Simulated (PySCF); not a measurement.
C2H3 (SMILES [CH-]=C), charge -1, singlet, at a GFN2-xTB geometry, with bond 3-1 at 1.3 times its length; PySCF with HF/aug-cc-pVDZ.

The PySCF input:
```python
from pyscf import gto, scf

mol = gto.Mole()
mol.atom = '''
    C     0.008565    0.135754    0.761527
    C    -0.006972    0.016243   -0.564634
    H     0.023529   -1.233634    1.391426
    H    -0.019553    0.919822   -1.202262
    H    -0.010080   -0.914179   -1.225161
'''
mol.basis = 'aug-cc-pvdz'
mol.charge = -1
mol.spin = 0
mol.verbose = 4
mol.build()

mf = scf.RHF(mol)
mf.kernel()
mf.analyze()
```

### Question
Predict the main parts of the log of this PySCF run.

### Answer

```
PySCF version 2.14.0

[INPUT] verbose = 4
[INPUT] num. atoms = 5
[INPUT] num. electrons = 16
[INPUT] charge = -1
[INPUT] spin (= nelec alpha-beta = 2S) = 0
[INPUT] symmetry False subgroup None
[INPUT] Mole.unit = angstrom
[INPUT] Symbol           X                Y                Z      unit          X                Y                Z       unit  Magmom
[INPUT]  1 C      0.008565000000   0.135754000000   0.761527000000 AA    0.016185504257   0.256537880314   1.439077466462 Bohr   0.0
[INPUT]  2 C     -0.006972000000   0.016243000000  -0.564634000000 AA   -0.013175170540   0.030694821441  -1.067003620618 Bohr   0.0
[INPUT]  3 H      0.023529000000  -1.233634000000   1.391426000000 AA    0.044463365985  -2.331230397952   2.629414062599 Bohr   0.0
[INPUT]  4 H     -0.019553000000   0.919822000000  -1.202262000000 AA   -0.036949814914   1.738211663350  -2.271945909972 Bohr   0.0
[INPUT]  5 H     -0.010080000000  -0.914179000000  -1.225161000000 AA   -0.019048439336  -1.727547938829  -2.315218748498 Bohr   0.0

nuclear repulsion = 26.9940884700566
number of shells = 31
number of NR pGTOs = 103
number of NR cGTOs = 73
basis = aug-cc-pvdz
ecp = {}

******** <class 'pyscf.scf.hf.RHF'> ********
method = RHF
initial guess = minao
damping factor = 0
level_shift factor = 0
DIIS = <class 'pyscf.scf.diis.CDIIS'>
diis_start_cycle = 1
diis_space = 8
diis_damp = 0
SCF conv_tol = 1e-09
SCF conv_tol_grad = None
SCF max_cycles = 50
direct_scf = True
direct_scf_tol = 1e-13
Set gradient conv threshold to 3.16228e-05
Initial guess from minao.
init E= -77.1665979961497
  HOMO = -0.17566330427001  LUMO = 0.0338475156385951  gap/eV = 5.70108
cycle= 1 E= -77.2956196475183  delta_E= -0.129  |g|= 0.284  |ddm|= 2.52
  HOMO = -0.0212130087353182  LUMO = 0.156690998755936  gap/eV = 4.84101
cycle= 2 E= -77.3250209625211  delta_E= -0.0294  |g|= 0.157  |ddm|= 1.31
  HOMO = -0.079694430451092  LUMO = 0.158879834180811  gap/eV = 6.49194
cycle= 3 E= -77.3324896859808  delta_E= -0.00747  |g|= 0.0377  |ddm|= 0.195
  HOMO = -0.0809564773924545  LUMO = 0.158395633427824  gap/eV = 6.51310
cycle= 4 E= -77.3333968832179  delta_E= -0.000907  |g|= 0.00947  |ddm|= 0.173
  HOMO = -0.0809979811878407  LUMO = 0.15825417195851  gap/eV = 6.51038
cycle= 5 E= -77.3334496101233  delta_E= -5.27e-05  |g|= 0.00342  |ddm|= 0.0505
  HOMO = -0.0812200317882237  LUMO = 0.158121978768592  gap/eV = 6.51283
cycle= 6 E= -77.3334612013833  delta_E= -1.16e-05  |g|= 0.00137  |ddm|= 0.0262
  HOMO = -0.081450113705539  LUMO = 0.15817275079824  gap/eV = 6.52047
cycle= 7 E= -77.3334628161857  delta_E= -1.61e-06  |g|= 0.000298  |ddm|= 0.00938
  HOMO = -0.0815125098762768  LUMO = 0.158186484225062  gap/eV = 6.52254
cycle= 8 E= -77.3334629327408  delta_E= -1.17e-07  |g|= 9.37e-05  |ddm|= 0.00244
  HOMO = -0.0815313582583896  LUMO = 0.158192742463101  gap/eV = 6.52323
cycle= 9 E= -77.3334629454886  delta_E= -1.27e-08  |g|= 2.63e-05  |ddm|= 0.00115
  HOMO = -0.0815315802655201  LUMO = 0.158195118844552  gap/eV = 6.52330
cycle= 10 E= -77.3334629465557  delta_E= -1.07e-09  |g|= 6.53e-06  |ddm|= 0.0004
  HOMO = -0.081532264303299  LUMO = 0.158195547322818  gap/eV = 6.52333
cycle= 11 E= -77.333462946629  delta_E= -7.33e-11  |g|= 2.58e-06  |ddm|= 9.57e-05
  HOMO = -0.0815319350064478  LUMO = 0.15819557157037  gap/eV = 6.52332
Extra cycle  E= -77.3334629466359  delta_E= -6.84e-12  |g|= 1.38e-06  |ddm|= 1.59e-05
converged SCF energy = -77.3334629466359
**** SCF Summaries ****
Total Energy =                         -77.333462946635862
Nuclear Repulsion Energy =              26.994088470056635
One-electron Energy =                 -160.448077441142658
Two-electron Energy =                   56.120526024450157
Two-electron Coulomb Energy =           67.518155634569723
DFT Exchange-Correlation Energy =      -11.397629610119566
HOMO-LUMO gap [eV] =                     6.523317721073886
**** MO energy ****
MO #1   energy= -11.0166461170003  occ= 2
MO #2   energy= -11.0091741269892  occ= 2
MO #3   energy= -0.77349588780992  occ= 2
MO #4   energy= -0.488965673806644 occ= 2
MO #5   energy= -0.351878151382869 occ= 2
MO #6   energy= -0.243898480565495 occ= 2
MO #7   energy= -0.137920471615495 occ= 2
MO #8   energy= -0.0815319350064478 occ= 2
MO #9   energy= 0.15819557157037   occ= 0
MO #10  energy= 0.165830179344009  occ= 0
MO #11  energy= 0.185706103883323  occ= 0
MO #12  energy= 0.237499620973196  occ= 0
MO #13  energy= 0.263398488275094  occ= 0
MO #14  energy= 0.277601539140859  occ= 0
MO #15  energy= 0.283187610988568  occ= 0
MO #16  energy= 0.322094769055285  occ= 0
 ** Mulliken pop on meta-lowdin orthogonal AOs  **
 ** Mulliken pop  **
 ** Mulliken atomic charges  **
charge of    0C =     -0.48325
charge of    1C =     -0.36322
charge of    2H =     -0.19864
charge of    3H =      0.03449
charge of    4H =      0.01062

WARN: System has nonzero charge -1; the dipole moment is origin-dependent.
Location of origin: [0. 0. 0.]

Dipole moment(X, Y, Z, Debye): -0.04467, -0.13009, -3.71963
```
